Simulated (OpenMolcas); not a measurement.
Ar VII: effect of the level shift or regulariser

```json
{"Program": "OpenMolcas 26.06", "Basis": "ANO-RCC-VQZP [6s5p3d2f1g]", "Scalar Hamiltonian": "DKH2, point nucleus", "Active space": "2 electrons in 9 orbitals (RAS2 3s 3p; RAS3 3d, at most 2 electrons)", "State averaging": "2S+1 = 3 even, 3 roots; 2S+1 = 1 even, 7 roots; 2S+1 = 3 odd, 3 roots; 2S+1 = 1 odd, 3 roots", "Spin-orbit coupling": "state interaction with AMFI integrals over the reference wave functions, term energies averaged over their components"}
```

Methods on the same reference wave functions:
A. RASSCF
B. MS-RASPT2, IPEA 0.25 Eh, imaginary shift 0.1 Eh (closed shells correlated: 2s 2p)
C. MS-RASPT2, IPEA 0.25 Eh, real shift 0.2 Eh (closed shells correlated: 2s 2p)

Energies in cm-1 above 3s2 1S0, the measured ground level; measured values from Saloman, J. Phys. Chem. Ref. Data 39, 033101 (2010).

```tsv
Level	A	B	C	Measured
3s2 1S0	0.0	0.0	0.0	0.0
3s 3p 3P* 0	111720	112794	112792	113101
3s 3p 3P* 1	112456	113530	113528	113906
3s 3p 3P* 2	113982	115056	115054	115590
3s 3p 1P* 1	173939	172574	172574	170722
3p2 1D2	267936	268901	268899	264749
3p2 3P0	270169	270819	270817	269836
3p2 3P1	270997	271653	271651	270777
3p2 3P2	272695	273366	273364	272562
```

Deviations, from unrounded energies. A percentage is the sum of absolute deviations over the sum of measured energies, with the sign that they share, or ± where signs differ.

| Against measurement | Levels | A | B | C |
| --- | --- | --- | --- | --- |
| mean absolute deviation (cm-1) | 8 | 1400 | 1200 | 1200 |
| other configurations (%) | 8 | ±0.7 | ±0.6 | ±0.6 |

B, C lie about equally close to measurement and A furthest from it. The largest miss of C in the table is 3p2 1D2, by +4200 cm-1. The ranking rests on the paired levels alone, and a cruder setting can come out closer through cancelling errors.

Between B and C no level of the table moves by more than 5 cm-1.

The two smallest mean deviations differ by little beside CASPT2's spread within terms, so their order carries little weight.

The lowest spin-free term lies below A's lowest term by 0.068 hartree in B, 0.068 hartree in C.

Active for correlation alone: 3d; no level in the range computed is led by a configuration that fills it, so any true level of that kind is missing. Some terms mix strongly with configurations of 3d, whose occupation reaches 0.17 (3p2 1D). Measured partners are found by configuration, term and J. A level has none where our copy of the source lacks it or the pairing is in doubt (some pairs that miss far off the trend of their configuration count as doubtful), and it then counts in no deviation. Levels of configurations outside the active space are missing. The table leaves out levels that lie high or whose names do not pair safely across all columns.

* marks odd parity.
